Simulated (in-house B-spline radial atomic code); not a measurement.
Values are calculated unless marked as measured or tabulated.
Correlation energy from the adiabatic connection: ω²r²/2 − Z/r, ω = 0.0794, Z = 0.3

Two electrons in a singlet, external potential ω²r²/2 − Z/r, ω = 0.0794, Z = 0.3 (atomic units). Full CI in B-splines (partial waves to l = 8, correlation up to 0.6 % small) with the density held fixed gives W(λ) = <V_ee>_λ − U, and E_c is the integral of W(λ) − W(0) from 0 to 1.

```tsv
λ	W(λ) − W(0) (hartree)
0	0.00000
0.02	-0.00186
0.05	-0.00450
0.12	-0.01007
0.25	-0.01861
0.4	-0.02631
0.6	-0.03411
0.8	-0.04004
1	-0.04469
```

**Question.** Integrate the table by the trapezoid rule.

**Answer.** The strips give -0.00002, -0.00010, -0.00051, -0.00186, -0.00337, -0.00604, -0.00742, -0.00847, which sum to -0.02779 hartree. The direct value, W(1) − W(0) + T_c with T_c = 0.01677, is -0.02792; the curve is convex, so chords lie above it and the trapezoids fall short in size by 0.48 %.

**Question.** Now use only three numbers: W(0) = -0.22321, the initial slope W'(0) = -0.09465 (extrapolated from the first points) and the strong-coupling limit of the point-charge-plus-continuum model, W∞ = -0.30673. What do second-order theory and the interpolation W(λ) = W∞ + (W(0) − W∞)/√(1 + 2χλ) of Seidl, Perdew and Levy give?

**Answer.** Second order keeps the slope alone: E_c = W'(0)/2 = -0.04732, +70 % in size against -0.02792. Matching the slope fixes χ = W'(0)/(W∞ − W(0)) = -0.09465/(-0.08352) = 1.13326. Integrating, with s = √(1 + 2χ) = 1.807352, E_c = −(W(0) − W∞)(s − 1)/(s + 1) = −0.08352 × 0.807352/2.807352 = -0.02402 hartree, -14.0 % in size against the full result. At λ = 1 the formula gives W − W(0) = -0.03731 against -0.04469. Part of the miss can come from the model's W∞.
